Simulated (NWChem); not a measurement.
Molecule: CH4AlFSe; SMILES [CH3][Al]([F])[SeH]

```xyz
8

Al     0.0162    -0.9519    -0.1042
F      1.5095    -1.6399    -0.3896
C     -1.5580    -2.0797    -0.0248
H     -1.6812    -2.6271    -0.9739
H     -2.4846    -1.5187     0.1687
H     -1.4436    -2.8360     0.7693
Se     0.0770     1.3417     0.1616
H     -1.3802     1.3918     0.3659
```
Atoms are numbered in this order, from 1.

Level: PBE0/def2-SVP (NWChem), optimised geometry, unscaled harmonic frequencies. This build's default masses of Se (78.918 u) and Br (79.917 u) are each other's, which moves their modes by up to 0.6 %.

**Question.** List the harmonic frequencies with IR intensities, and the thermochemistry.

**Answer.** 
```
frequency (cm⁻¹)  IR intensity (km/mol)
----------------  ---------------------
46                                  0.0
135                                 3.4
180                                12.5
199                                26.9
250                                 0.1
364                                28.5
578                                 4.9
648                                45.4
667                                53.0
697                                97.9
877                               128.5
1214                               25.2
1419                                3.7
1421                                2.7
2452                               10.1
3053                                0.7
3151                                0.6
3170                                1.5
```

| Item | Result |
|---|---|
| zero-point energy | 29.3 kcal/mol |
| thermal correction to the enthalpy at 298.15 K (with zero-point energy) | 34.3 kcal/mol |
| heat capacity Cv | 21.5 cal/(mol K) |
| entropy at 298.15 K and 1 atm (symmetry number 1) | 85.2 cal/(mol K) |
| dipole moment | 2.56 D |

Rigid rotor and harmonic oscillator; modes under 100 cm⁻¹ make the entropy uncertain.
